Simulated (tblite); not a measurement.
Species: C3H11NSSi2.
Atom-mapped SMILES: `[CH2:1]=[CH:2][CH2:3][Si@H:4]([SH:5])[NH:6][SiH3:7]` (hydrogens: H8, H9 on C1; H10 on C2; H11, H12 on C3; H13 on Si4; H14 on S5; H15 on N6; H16, H17, H18 on Si7)

Cartesian coordinates in Å at the GFN2-xTB level; atoms count from 1:
```
atom  x, y, z in Å
C1     2.8167   -0.1530    0.0607
C2     1.5851   -0.6223    0.1739
C3     0.6034   -0.6859   -0.9407
Si4   -0.6610    0.7387   -0.8151
S5     0.4009    2.6112   -0.7871
N6    -1.5389    0.6275    0.6653
Si7   -2.4859   -0.6921    1.2893
H8     3.4878   -0.0975    0.9008
H9     3.2140    0.1754   -0.8873
H10    1.2128   -0.9452    1.1373
H11    0.0592   -1.6280   -0.9067
H12    1.1163   -0.6276   -1.9008
H13   -1.5137    0.7851   -2.0009
H14    1.5606    2.0993   -0.3988
H15   -1.7123    1.5149    1.1117
H16   -2.7828   -0.3302    2.6733
H17   -1.6610   -1.8951    1.1919
H18   -3.7097   -0.8689    0.5018
```

Computed with GFN2-xTB (tblite): harmonic, unscaled wavenumbers at the GFN2-xTB geometry, gas phase. Errors from tens to a few hundred cm⁻¹ against measured bands are possible. Modes of hydrogen on silicon and sulfur can be 10 to 20 % off. One conformer, not necessarily the lowest.

Harmonic wavenumbers (cm⁻¹): 29.5, 34.1, 75.5, 82.6, 106.3, 148.1, 156.3, 174.4, 221.7, 304.7, 346.7, 412.0, 490.7, 567.5, 581.6, 599.3, 616.9, 653.2, 708.2, 729.5, 753.6, 785.6, 787.7, 803.6, 818.9, 884.8, 955.6, 986.6, 1023.9, 1051.5, 1182.6, 1193.4, 1208.1, 1292.7, 1413.5, 1464.5, 1701.2, 2227.5, 2267.6, 2268.8, 2276.3, 2438.2, 2989.4, 3000.4, 3057.9, 3089.5, 3123.0, 3458.4.

A = 1733, B = 956.0, C = 709.7 MHz; mass 149.015 u (most abundant isotopes); point group C1, symmetry number 1.

Task: Zero-point energy?

Result: Half the sum of the wavenumbers: 27772 cm⁻¹ = 79.40 kcal/mol.

Task: What is S at 400 K and 1 bar for an ideal gas of classical rigid rotors and harmonic oscillators?

Result: Translation 42.39, rotation 30.87, vibration 53.02: S = 126.3 cal/(mol K).

Task: And Cp and H(400 K) − H(0)?

Result: Cp = 53.49 cal/(mol K), of which vibrations give 45.54 (their classical limit is 48 R = 95.4); H(400 K) − H(0) = 13.29 kcal/mol without the zero-point energy, 10.11 from vibrations.

Task: Blend soft modes into free rotors: weight 1/[1 + (100 cm⁻¹/ν̃)⁴] for the oscillator and the rest for a rotor with moment μB/(μ + B), μ = h/(8π²ν), B = 10⁻⁴⁴ kg m². What vibrational entropy results?

Result: 46.88 cal/(mol K) in place of 53.02, which changes −T·S at 400 K by +2.45 kcal/mol.

Task: How do the functions run with temperature in this model?

Result: 
| T (K) | S (cal/(mol K)) | Cp (cal/(mol K)) | H − H(0) (kcal/mol) | G − H(0) (kcal/mol) | ln q(vib) |
| --- | --- | --- | --- | --- | --- |
| 100 | 77.2 | 23.2 | 1.61 | -6.11 | 3.42 |
| 200 | 96.4 | 33.8 | 4.45 | -14.84 | 7.25 |
| 300 | 112.2 | 44.5 | 8.37 | -25.29 | 10.70 |
| 500 | 139.0 | 60.6 | 19.01 | -50.50 | 17.07 |
| 800 | 170.9 | 74.9 | 39.53 | -97.19 | 25.50 |
| 1000 | 188.3 | 81.2 | 55.17 | -133.16 | 30.47 |

q(vib) and H(0) count from the zero-point level.

Task: Which modes carry the vibrational entropy at 400 K?

Result: 29.5 cm⁻¹: 6.45; 34.1 cm⁻¹: 6.16; 75.5 cm⁻¹: 4.58; 82.6 cm⁻¹: 4.41; 106.3 cm⁻¹: 3.91; 148.1 cm⁻¹: 3.26 cal/(mol K); the other 42 give 24.25 together.

Task: What must be added to the electronic energy to get the Gibbs energy at 400 K and 1 bar?

Result: ZPE + [H(400 K) − H(0)] − T·S = 79.40 + 13.29 − 50.51 = 42.18 kcal/mol.

Hindered rotation and anharmonicity are outside this model. Other conformers, if any are populated, would add a mixing term that is left out. The structure is chiral; the term R ln 2 for an equal mix with its mirror image is left out.
